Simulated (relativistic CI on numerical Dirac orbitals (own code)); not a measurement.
Radial Dirac CI calculation of O.

Command:

```sh
python run_levels.py task.json out
```

Input:

```
atom O  Z=8  charge=0  electrons=8
nucleus A=16  rms_radius_fm=2.6991
hamiltonian dirac-coulomb  breit=on  qed=off  c_scale=1
orbitals kli  potential=per-configuration
slater_scale 1
correlation none
mixing on
grid step=0.0125 r_max=62.6
scf mixing=0.05 start=previous max_iterations=150 tolerance=2e-08 node_fill=0.05
configurations
  [He] 2s2 2p4
end
```

Output:

```
SCF 1: [He] 2s2 2p4
 iter      energy (Ha)   residual   last orbital (Ha)
    1       -73.135535   9.24e-01     -0.21100
    2       -73.670200   8.02e-01     -0.24740
    3       -74.721298   3.30e-01     -0.47918
    4       -74.805021   9.64e-02     -0.65484
    5       -74.781631   1.31e-01     -0.74307
    6       -74.822853   4.26e-03     -0.60548
    7       -74.822619   9.11e-03     -0.60059
    8       -74.823079   1.51e-03     -0.61044
    9       -74.823070   5.15e-04     -0.60948
   10       -74.823062   1.31e-04     -0.60877
   11       -74.823063   6.48e-05     -0.60883
   12       -74.823064   1.35e-06     -0.60890
   13       -74.823064   4.02e-07     -0.60890
   14       -74.823064   5.04e-08     -0.60890
   15       -74.823064   1.04e-10     -0.60890
orbital energies (Ha): 1s -19.2111  2s -1.1679  2p1/2 -0.6102  2p3/2 -0.6089
configuration averages (Ha): Dirac-Coulomb, Breit, QED
  2p4                            -74.823064    0.007492    0.000000
levels: no., configuration, term, J, E (cm-1), weight
   1 2p4                    3P   2                0.0  1.00
   2 2p4                    3P   1              154.7  1.00
   3 2p4                    3P   0              222.8  1.00
   4 2p4                    1D   2            17556.6  1.00
   5 2p4                    1S   0            43803.5  1.00
lowest total energy -74.855752 Ha
end: converged
```

Against the reference input this run has: QED terms off, start potential previous, SCF mixing 0.05. The reference run ends at -74.850984 Ha with Breit and QED terms.

With so few configurations and no correlation, terms lie too far apart (by 10 to 50 % or more near neutrality), their order can be wrong, and levels of other configurations are missing.

Run time about 0.021 s of CPU on one thread of Neoverse-V1 (shared host).
